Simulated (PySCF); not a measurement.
PySCF input for Sn(F)2(OH)(OEt) (C2H6F2O2Sn), SMILES CC[O][Sn]([OH])([F])[F], PBE0-D3(BJ)/def2-SVP. The structure is a stationary point at PBE0-D3(BJ)/def2-SVP. The def2 effective core potentials stand for the cores of Sn; spin–orbit coupling is left out. Other conformers were not sampled.

```python
import numpy as np
from pyscf import gto, scf, dft, df
from pyscf.hessian import thermo

mol = gto.M(
    atom='''
    C    -3.58202128    0.69464220    0.11603409
    C    -2.33350562   -0.13345006    0.29614024
    O    -1.20929893    0.72807781    0.15386837
    Sn    0.57350219   -0.02514383   -0.04399374
    O     1.82192643    1.29931565   -0.73769034
    F     1.28148719   -0.72302536    1.60386112
    F     0.44376617   -1.56813300   -1.18551957
    H    -4.47888776    0.06833911    0.23769336
    H    -3.60323729    1.14714218   -0.88618025
    H    -3.61675516    1.50382854    0.86011755
    H    -2.32879758   -0.60449642    1.29679616
    H    -2.30279544   -0.94867894   -0.44985318
    H     2.72022450    1.12518223   -0.42643112
    ''',
    basis='def2-SVP',
    ecp={'Sn': 'def2-svp'},
    charge=0,
    spin=0,
    max_memory=1600,
    verbose=3,
)
mf = dft.RKS(mol, xc='pbe0').density_fit(auxbasis='def2-universal-jkfit')
mf.disp = 'd3bj'
mf.grids.level = 3
mf.conv_tol = 1e-11
mf.max_cycle = 100
mf.kernel()

# [left out here: the lines that compute and print the analytic Hessian (its translational invariance restored by hand, since the grid's response is missing), thermochemistry and intensities]
```

Program output:

```
[...]
      11   H                 0.00 -0.01 -0.00   -0.02  0.03  0.01    0.01 -0.02 -0.00
      12   H                -0.01 -0.02 -0.01   -0.03 -0.04  0.03   -0.08  0.00 -0.01
Mode                                15                  16                  17
Irrep
Freq [cm^-1]                      816.9757            888.9332            939.1231
Reduced mass [au]                   1.0826              1.0864              2.1050
Force const [Dyne/A]                0.4257              0.5058              1.0938
Char temp [K]                    1175.4462           1278.9770           1351.1891
Normal mode                   x     y     z       x     y     z       x     y     z
       0   C                 0.00  0.01  0.04   -0.00  0.00  0.00   -0.14 -0.01  0.00
       1   C                 0.00  0.02  0.06   -0.00 -0.01  0.00    0.02 -0.07  0.01
       2   O                -0.00 -0.01 -0.02    0.01 -0.00  0.00    0.13  0.02 -0.01
       3  Sn                -0.00  0.00  0.00   -0.01 -0.00 -0.00   -0.01  0.00  0.00
       4   O                 0.00  0.00 -0.00    0.04 -0.04  0.04   -0.00  0.00 -0.00
       5   F                 0.00 -0.00  0.00    0.01  0.00  0.00    0.00  0.00  0.00
       6   F                -0.00 -0.00 -0.00    0.00 -0.00  0.00    0.00  0.00 -0.00
       7   H                 0.01 -0.05 -0.17   -0.00 -0.00 -0.00   -0.42  0.38 -0.09
       8   H                 0.31 -0.33 -0.12   -0.00 -0.00 -0.00    0.13  0.06  0.03
       9   H                -0.32  0.25 -0.24   -0.01  0.00 -0.00    0.12  0.06 -0.06
      10   H                 0.22 -0.39 -0.14    0.00 -0.00  0.00    0.18 -0.06  0.01
      11   H                -0.22  0.32 -0.28   -0.00 -0.00 -0.00    0.15 -0.06  0.01
      12   H                -0.00 -0.01  0.00    0.34  0.76 -0.47   -0.01 -0.02  0.02
Mode                                18                  19                  20
Irrep
Freq [cm^-1]                     1107.1384           1131.3250           1170.2936
Reduced mass [au]                   3.1718              2.7759              1.5597
Force const [Dyne/A]                2.2907              2.0933              1.2586
Char temp [K]                    1592.9257           1627.7248           1683.7919
Normal mode                   x     y     z       x     y     z       x     y     z
       0   C                 0.06 -0.10  0.03   -0.02 -0.10  0.02   -0.00  0.02  0.09
       1   C                -0.18  0.04 -0.02    0.06  0.16 -0.03    0.01 -0.03 -0.14
       2   O                 0.10  0.04 -0.01   -0.08 -0.08  0.01   -0.01  0.01  0.04
       3  Sn                -0.00  0.00  0.00    0.00  0.00 -0.00    0.00 -0.00  0.00
       4   O                -0.00  0.00 -0.00    0.00 -0.00  0.00   -0.00  0.00 -0.00
       5   F                -0.00  0.00 -0.00    0.00 -0.00  0.00   -0.00 -0.00  0.00
       6   F                -0.00  0.00  0.00   -0.00 -0.00 -0.00    0.00  0.00 -0.00
       7   H                 0.01 -0.02 -0.01   -0.21  0.18 -0.03    0.00 -0.04 -0.19
       8   H                 0.26 -0.12  0.02    0.28  0.02  0.06    0.18 -0.23 -0.03
       9   H                 0.24 -0.09  0.02    0.29 -0.01 -0.05   -0.20  0.21 -0.13
      10   H                -0.20  0.10 -0.00    0.07  0.13 -0.04    0.19  0.40  0.05
      11   H                -0.24  0.05 -0.02    0.08  0.15 -0.01   -0.14 -0.35  0.19
      12   H                -0.00 -0.00  0.00    0.01  0.02 -0.02   -0.00 -0.00  0.00
Mode                                21                  22                  23
Irrep
Freq [cm^-1]                     1300.9757           1374.4953           1421.1071
Reduced mass [au]                   1.0928              1.2328              1.3604
Force const [Dyne/A]                1.0897              1.3722              1.6187
Char temp [K]                    1871.8144           1977.5927           2044.6568
Normal mode                   x     y     z       x     y     z       x     y     z
       0   C                 0.00 -0.01 -0.07    0.09 -0.08  0.02    0.09 -0.01  0.00
       1   C                 0.00  0.00  0.02    0.05 -0.00 -0.00   -0.12  0.03 -0.01
       2   O                -0.00  0.01  0.03    0.00  0.01 -0.00   -0.01 -0.02  0.00
       3  Sn                 0.00  0.00  0.00   -0.00  0.00  0.00    0.00 -0.00 -0.00
       4   O                -0.00 -0.00 -0.00    0.00 -0.00 -0.00   -0.00  0.00 -0.00
       5   F                 0.00 -0.00 -0.00    0.00 -0.00  0.00   -0.00  0.00 -0.00
       6   F                -0.00 -0.00 -0.00   -0.00 -0.00 -0.00    0.00  0.00  0.00
       7   H                 0.00  0.02  0.11   -0.28  0.41 -0.09   -0.11  0.26 -0.04
       8   H                -0.13  0.17  0.01   -0.35  0.15  0.12   -0.25 -0.10 -0.03
       9   H                 0.12 -0.15  0.08   -0.35  0.09 -0.18   -0.27 -0.09  0.06
      10   H                 0.64  0.04  0.02   -0.33  0.04  0.02    0.48  0.03 -0.02
      11   H                -0.63 -0.03  0.01   -0.33  0.02 -0.03    0.49  0.05  0.01
      12   H                -0.00 -0.00  0.00    0.00  0.00 -0.00   -0.00 -0.00 -0.00
Mode                                24                  25                  26
Irrep
Freq [cm^-1]                     1448.8192           1474.1603           1505.3998
Reduced mass [au]                   1.0370              1.0667              1.0898
Force const [Dyne/A]                1.2825              1.3658              1.4551
Char temp [K]                    2084.5283           2120.9885           2165.9351
Normal mode                   x     y     z       x     y     z       x     y     z
       0   C                -0.00 -0.01 -0.04   -0.00  0.05 -0.01    0.01  0.00 -0.00
       1   C                 0.00 -0.01 -0.02    0.05 -0.01  0.00    0.00  0.08 -0.02
       2   O                 0.00  0.00  0.00   -0.00 -0.00  0.00    0.01  0.01 -0.00
       3  Sn                -0.00 -0.00  0.00   -0.00  0.00 -0.00   -0.00  0.00  0.00
       4   O                -0.00  0.00 -0.00    0.00 -0.00  0.00    0.00  0.00 -0.00
       5   F                 0.00 -0.00  0.00    0.00 -0.00  0.00    0.00 -0.00  0.00
       6   F                 0.00  0.00  0.00   -0.00 -0.00 -0.00   -0.00 -0.00 -0.00
       7   H                -0.00  0.13  0.68   -0.15  0.23 -0.04   -0.05  0.08 -0.02
       8   H                 0.48  0.14  0.03   -0.00 -0.55 -0.27   -0.01 -0.13 -0.06
       9   H                -0.47 -0.10  0.05   -0.03 -0.40  0.47   -0.01 -0.09  0.10
      10   H                -0.03  0.04 -0.01   -0.15  0.15  0.07   -0.05 -0.58 -0.30
      11   H                 0.02 -0.04  0.01   -0.14  0.10 -0.12   -0.08 -0.43  0.50
      12   H                -0.00 -0.00  0.00    0.00  0.00 -0.00    0.00  0.00 -0.00
Mode                                27                  28                  29
Irrep
Freq [cm^-1]                     3024.2208           3063.8819           3076.2436
Reduced mass [au]                   1.0589              1.0368              1.1098
Force const [Dyne/A]                5.7058              5.7346              6.1876
Char temp [K]                    4351.1804           4408.2439           4426.0296
Normal mode                   x     y     z       x     y     z       x     y     z
       0   C                 0.00  0.00 -0.00   -0.04  0.03 -0.01    0.00  0.00  0.01
       1   C                 0.01 -0.06  0.02    0.00 -0.00  0.00    0.00 -0.02 -0.09
       2   O                -0.00 -0.00 -0.00   -0.00 -0.00  0.00    0.00  0.00  0.00
       3  Sn                 0.00 -0.00  0.00    0.00 -0.00 -0.00   -0.00 -0.00 -0.00
       4   O                -0.00  0.00  0.00   -0.00 -0.00  0.00   -0.00  0.00 -0.00
       5   F                -0.00  0.00 -0.00   -0.00  0.00 -0.00    0.00 -0.00  0.00
       6   F                 0.00  0.00  0.00   -0.00  0.00  0.00    0.00  0.00  0.00
       7   H                -0.03 -0.03  0.01    0.48  0.34 -0.07   -0.00 -0.00  0.00
       8   H                 0.00 -0.00  0.01    0.00 -0.22  0.51    0.00  0.03 -0.07
       9   H                 0.00  0.00 -0.00    0.01 -0.40 -0.38   -0.00 -0.06 -0.05
      10   H                -0.01  0.29 -0.67   -0.00  0.01 -0.01    0.01 -0.26  0.56
      11   H                -0.02  0.46  0.45   -0.00  0.01  0.01   -0.03  0.52  0.48
      12   H                -0.00 -0.00  0.00   -0.00  0.00 -0.00   -0.00 -0.00  0.00
Mode                                30                  31                  32
Irrep
Freq [cm^-1]                     3165.4776           3170.9048           3871.9386
Reduced mass [au]                   1.1041              1.1055              1.0671
Force const [Dyne/A]                6.5183              6.5490              9.4254
Char temp [K]                    4554.4175           4562.2261           5570.8575
Normal mode                   x     y     z       x     y     z       x     y     z
       0   C                 0.05  0.07 -0.01   -0.00  0.02  0.09   -0.00 -0.00  0.00
       1   C                 0.00  0.00 -0.00   -0.00  0.00  0.01    0.00  0.00 -0.00
       2   O                -0.00 -0.00  0.00   -0.00 -0.00 -0.00   -0.00 -0.00  0.00
       3  Sn                -0.00  0.00  0.00    0.00  0.00  0.00    0.00 -0.00  0.00
       4   O                -0.00 -0.00  0.00    0.00 -0.00 -0.00    0.06 -0.01  0.02
       5   F                 0.00 -0.00  0.00   -0.00  0.00 -0.00    0.00 -0.00  0.00
       6   F                 0.00 -0.00 -0.00   -0.00 -0.00 -0.00   -0.00 -0.00 -0.00
       7   H                -0.61 -0.43  0.08    0.01  0.01  0.01   -0.00 -0.00 -0.00
       8   H                 0.01 -0.15  0.37   -0.01  0.28 -0.61    0.00  0.00 -0.00
       9   H                 0.02 -0.30 -0.29    0.02 -0.49 -0.44    0.00  0.00  0.00
      10   H                 0.00 -0.01  0.02   -0.00  0.03 -0.07   -0.00 -0.00  0.00
      11   H                 0.00 -0.02 -0.02    0.01 -0.06 -0.05   -0.00 -0.00 -0.00
      12   H                 0.00 -0.00  0.00   -0.00  0.00  0.00   -0.90  0.16 -0.30
temperature 298.1500 [K]
pressure 101325.00 [Pa]
Rotational constants [GHz] 2.67268 0.96192 0.94107
Symmetry number 1
Zero-point energy (ZPE) 0.08732 [Eh]   229250.442 [J/mol]
                           tot       elec      trans        rot        vib
Entropy [J/mol/K]       446.179      0.000    175.944    122.489    147.746
Cv [J/mol/K]            138.555      0.000     12.472     12.472    113.612
Cp [J/mol/K]            146.869      0.000     20.786     12.472    113.612
Internal energy [J/mol]                      3718.434   3718.434 249884.712
Internal energy [Eh]   -643.45265  -643.55066
Enthalpy [J/mol]                             6197.391   3718.434 249884.712
Enthalpy [Eh]          -643.45171
Gibbs free energy [J/mol]                  -46260.260 -32801.716 205834.234
Gibbs free energy [Eh] -643.50238
mode   freq/cm-1   IR/(km/mol)
   1       25.31         0.384
   2       47.85         0.896
   3       73.54        13.355
   4       94.80        50.428
   5      143.33         0.622
   6      173.03        39.451
   7      184.14        25.527
   8      188.90        88.154
   9      232.15        25.434
  10      269.44         4.038
  11      322.91         8.237
  12      625.27         5.189
  13      658.02        67.848
  14      661.87        66.407
  15      675.71        71.653
  16      816.98         0.947
  17      888.93        64.120
  18      939.12        32.623
  19     1107.14        82.877
  20     1131.33       149.254
  21     1170.29         4.193
  22     1300.98         0.345
  23     1374.50         1.636
  24     1421.11        42.550
  25     1448.82         8.515
  26     1474.16         2.543
  27     1505.40         8.603
  28     3024.22        40.974
  29     3063.88        10.574
  30     3076.24        22.268
  31     3165.48        10.787
  32     3170.90        12.870
  33     3871.94       130.257
max |gradient| / (hartree/bohr): 0.00017502110685858064
APT charges: [-4.3800e-02  5.7810e-01 -8.8810e-01  2.2075e+00 -7.6240e-01 -6.4990e-01
 -6.3750e-01 -2.0000e-03  1.2200e-02  1.4400e-02 -6.7500e-02 -4.7800e-02
  2.8690e-01]
```

The run converged.
